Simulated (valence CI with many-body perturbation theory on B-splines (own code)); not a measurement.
**Which ion has this spectrum?**

A relativistic CI+MBPT calculation for an atom or ion with 41 electrons gives these levels (cm⁻¹):

```
   J  Parity       E     g
 5/2    even     0.0  1.48
 5/2    even   63758  1.29
 7/2    even   96777  1.16
 3/2    even   99991  1.23
11/2    even  103386  1.13
 9/2    even  112902  1.15
 5/2    even  118055  1.14
 1/2    even  123368  1.81
 7/2    even  134053  1.10
 5/2    even  160773  1.24
 3/2    even  166646  0.79
 7/2    even  177815  1.22
11/2    even  182518  1.08
 9/2    even  187505  1.15
```

The energies are calculated, and their last digits are not significant.

(1) Which is it?
A. Tm28+
B. Lu30+
C. Er27+
D. Yb29+

Results:

(1) A. Tm28+, ground level (4d3/2^4 4d5/2) J=5/2.
